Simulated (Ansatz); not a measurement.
Two isomers of C2H9NSi2: A = `CC1[SiH2]N1[SiH3]`, B = `C[SiH2][SiH2]C=N`.

Gas-phase electronic energies from Ansatz, PBE0-D4/def2-TZVP geometries. CCSD(T)/CBS adds triple-zeta CCSD(T) − MP2 to the extrapolated MP2 energy (def2 sets, frozen cores). Functionals use def2-TZVPP. B3LYP here is the variant with VWN-RPA as its local correlation; programs differ in this. One conformer a species, not always the lowest.

A:

Z-matrix (Å, degrees):
```
C
C 1 1.505
H 1 1.095 2 111.1
H 1 1.092 2 111.3 3 120.0
H 1 1.093 2 110.5 3 -119.7
Si 2 1.836 1 125.0 3 -142.5
N 2 1.496 1 116.2 3 -71.5
H 2 1.093 1 113.5 3 62.9
H 6 1.482 2 121.4 1 -153.2
H 6 1.481 2 121.7 1 1.7
Si 7 1.709 2 129.5 1 89.5
H 11 1.493 7 112.1 2 51.6
H 11 1.486 7 108.1 2 171.9
H 11 1.489 7 111.0 2 -68.0
```

B:

```xyz
14

C     1.172   -0.215    1.742
Si    1.469    0.013   -0.094
Si   -0.383   -0.650   -1.360
C    -1.879    0.383   -0.824
N    -1.743    1.189    0.149
H     0.312    0.384    2.045
H     2.045    0.100    2.317
H     0.967   -1.262    1.976
H     1.768    1.435   -0.418
H     2.640   -0.798   -0.540
H    -0.188   -0.455   -2.826
H    -0.732   -2.088   -1.164
H    -2.838    0.274   -1.355
H    -2.611    1.691    0.351
```

Problem. Which is lower in electronic energy at CCSD(T)/CBS, and by how much? (Best estimate.)

Solution. Computed: A, by 24.2 kJ/mol.

Problem. Give E(B) − E(A) in kJ/mol with PBE-D4, CCSD(T)/def2-TZVPP, r2SCAN-D4, B3LYP, B3LYP-D4, PBE0-D4, MP2/def2-TZVPP. (An estimate is asked.)

Solution. Ansatz gave: PBE-D4 11.3, CCSD(T)/def2-TZVPP 19.8, r2SCAN-D4 25.0, B3LYP 15.0, B3LYP-D4 17.5, PBE0-D4 22.0, MP2/def2-TZVPP 42.2. None reverses the order clearly.

Largest T1 diagnostic: 0.013.

From PBE to PBE0 (25 % exact exchange), in def2-TZVPP and without D4, E(B) − E(A) moves by +11.1 kJ/mol.
